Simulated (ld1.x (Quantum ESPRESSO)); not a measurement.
## LDA (PZ) PAW dataset for lutetium, scalar-relativistic all-electron reference.

```json
{"Element": "Lu (Z = 71)", "Generator": "ld1.x (Quantum ESPRESSO) 7.5", "Type": "PAW", "Functional": "LDA (PZ)", "Relativity": "scalar-relativistic", "Frozen core": "[Kr] 4d10", "Valence charge": "25", "Reference configuration": "4f13 5s2 5p6 5d2 6s2 6p0", "Partial waves": "5s (bound): rcut 1.96, rcutus 2.36 bohr; 6s (bound): rcut 1.96, rcutus 2.36 bohr; 5p (bound): rcut 2.96, rcutus 3.16 bohr; 6p (bound, empty): rcut 2.96, rcutus 3.16 bohr; 5d (bound): rcut 2.76, rcutus 3.62 bohr; 5d channel at 4.05 Ry: rcut 2.76, rcutus 3.62 bohr; 4f (bound): rcut 1.12, rcutus 1.18 bohr; 4f channel at 0.3 Ry: rcut 1.12, rcutus 1.18 bohr", "Local potential": "all-electron potential smoothed inside 3.48 bohr (lloc = -1)", "Core correction": "Bessel-smoothed model core inside 0.65 bohr", "Augmentation charge": "PSQ, inside the norm-conserving radii"}
```

All-electron outer shells of the reference configuration (LDA (PZ), scalar-relativistic, ld1.x):

| shell | level (eV) | outermost node (bohr) | outermost maximum (bohr) |
| --- | --- | --- | --- |
| 4p | -365.87 | 0.25 | 0.47 |
| 4d | -199.84 | 0.23 | 0.48 |
| 5s | -65.33 | 0.57 | 1.04 |
| 5p | -35.00 | 0.61 | 1.18 |
| 4f | -16.98 | – | 0.47 |
| 6s | -5.17 | 1.39 | 2.93 |
| 5d | -2.99 | 0.68 | 1.71 |
| 6p | -1.46 | 1.68 | 4.11 |

Task: Estimate the cutoffs (Ry, on a coarse ladder) from which the occupation-weighted sum of valence levels, in a spherical-Bessel basis at the reference potential, stays within 10 and 1 mRy of its value at 400 Ry.

Result: 160 Ry and 230 Ry.

Task: What does a ghost test show?

Result: No extra level below or beside the all-electron valence levels (s, p, d, f tested).

Task: Is the overlap operator S = 1 + Σ q|β⟩⟨β| positive definite (Bessel basis up to 400 Ry)?

Result: Yes: its lowest eigenvalue is 0.13 (s channel).

Task: Which valence shell sets the plane-wave cutoff?

Result: 4f: its level needs 140 Ry to come within 1 mRy, against 18 Ry for 6s.

Test run stopped at test 1 of 9 (negative rho).
